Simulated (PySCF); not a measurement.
BFH$_{2}$Si, CH$_{6}$BNSi (calculated)

All values are calculated (PySCF 2.14.0). Calculation on a computer-drawn molecule: the log of a Hartree-Fock and frozen-core CCSD(T) single point meant for a local Hartree-Fock minimum, with one planted fault or none, to be diagnosed. Offsets are logged minus clean, where the clean run is the same molecule without the fault. The reference is restricted for singlets and unrestricted otherwise, and also for a bond in bohr or an excited solution. Adding or removing an electron swaps singlet and doublet. The excited solution moves the top pair (singlet) or top alpha electron (doublet) to the lowest empty orbital. Highest occupied and lowest empty are orbital energies over both spins, largest force is the largest gradient component, triples share is (T) over the correlation energy, the T1 limit is 0.02 restricted and 0.045 unrestricted, electrons count all cores, a negative frequency is imaginary (commonest isotopes), and the dipole is about the centre of nuclear charge.

Common to all runs: meant charge 0; meant multiplicity 1; meant basis cc-pV(D+d)Z; logged SCF converged yes; logged CC converged yes; logged SCF stable within its kind yes; possible faults no fault, one electron removed, one electron added, multiplicity raised by two, geometry at a saddle point, SCF held on an excited solution, minimal basis STO-3G, one bond length entered in bohr, all coordinates scaled.

(1) BFH$_{2}$Si

Logged structure:
```xyz
5
BFH2Si
B      0.8198     0.5759     0.4754
Si     1.6456     2.4719     0.5192
F      2.0525     2.5078    -1.0720
H     -0.3495     0.4006     0.2514
H      1.4785    -0.4061     0.6991
```

- logged electrons: 30
- logged basis functions: 61
- logged spin squared: 0
- logged highest occupied: -8.7207 eV
- logged lowest empty: 0.9201 eV
- logged largest force: 3.075e-05 hartree/bohr
- logged lowest frequency: 187.69 cm⁻¹
- logged T1 diagnostic: 0.016151
- logged D1 diagnostic: 0.043488
- logged triples share: 0.0215
- logged dipole magnitude: 1.6129 debye
- logged energy HF: -414.18981 hartree
- logged energy CCSD(T): -414.57738 hartree
- planted fault: no fault
- HF energy offset from clean run: 0 kcal/mol
- CCSD(T) energy offset from clean run: 0 kcal/mol

Drawn bonds:
| atom | other atom | order |
| --- | --- | --- |
| 1 | 2 | 1 |
| 2 | 3 | 1 |
| 1 | 4 | 1 |
| 1 | 5 | 1 |

(2) CH$_{6}$BNSi

Logged structure:
```xyz
10
CH6BNSi
B     -1.0599     1.5147    -0.9230
Si    -0.9151    -0.4248     2.4314
N      0.0403    -1.7799     2.0262
C      0.6847    -2.2146     0.7999
H     -1.9677     1.3697    -1.7029
H     -0.2811     2.3975    -1.1827
H      0.2022    -2.4281     2.7758
H      1.7664    -2.3104     0.9281
H      0.5080    -1.4902     0.0050
H      0.2969    -3.1800     0.4630
```

* logged electrons: 38
* logged basis functions: 95
* logged spin squared: 0.9549
* logged highest occupied: -6.9664 eV
* logged lowest empty: 1.6517 eV
* logged largest force: 0.014209 hartree/bohr
* logged T1 diagnostic: 0.023617
* logged D1 diagnostic: 0.1016
* logged triples share: 0.029129
* logged dipole magnitude: 2.1276 debye
* logged energy HF: -409.30164 hartree
* logged energy CCSD(T): -409.82729 hartree
* planted fault: one bond length entered in bohr, row 1 of the drawn bonds
* HF energy offset from clean run: 47.45 kcal/mol
* CCSD(T) energy offset from clean run: 64.79 kcal/mol

Drawn bonds:
| atom | other atom | order |
| --- | --- | --- |
| 1 | 2 | 1 |
| 2 | 3 | 1 |
| 3 | 4 | 1 |
| 1 | 5 | 1 |
| 1 | 6 | 1 |
| 3 | 7 | 1 |
| 4 | 8 | 1 |
| 4 | 9 | 1 |
| 4 | 10 | 1 |

(3) CH$_{6}$BNSi

Logged structure:
```xyz
10
CH6BNSi
B     -1.0599     1.5147    -0.9230
Si    -0.9833     0.4884     0.8521
N     -0.0278    -0.8667     0.4469
C      0.6165    -1.3014    -0.7794
H     -1.9677     1.3697    -1.7029
H     -0.2811     2.3975    -1.1827
H      0.1340    -1.5149     1.1965
H      1.6982    -1.3972    -0.6512
H      0.4399    -0.5770    -1.5743
H      0.2288    -2.2668    -1.1163
```

- logged electrons: 37
- logged basis functions: 95
- logged spin squared: 0.7891
- logged highest occupied: -16.041 eV
- logged lowest empty: -5.7521 eV
- logged largest force: 0.036225 hartree/bohr
- logged T1 diagnostic: 0.020829
- logged D1 diagnostic: 0.086563
- logged triples share: 0.031024
- logged dipole magnitude: 1.9662 debye
- logged energy HF: -409.12742 hartree
- logged energy CCSD(T): -409.65031 hartree

Drawn bonds:
| atom | other atom | order |
| --- | --- | --- |
| 1 | 2 | 1 |
| 2 | 3 | 1 |
| 3 | 4 | 1 |
| 1 | 5 | 1 |
| 1 | 6 | 1 |
| 3 | 7 | 1 |
| 4 | 8 | 1 |
| 4 | 9 | 1 |
| 4 | 10 | 1 |

## Withheld values
1. Which fault was planted in the run of CH$_{6}$BNSi (entry 3)?

Calculated values
1. one electron removed

Further results for CH$_{6}$BNSi (entry 3):

- HF energy offset from clean run: 156.8 kcal/mol
- CCSD(T) energy offset from clean run: 175.8 kcal/mol
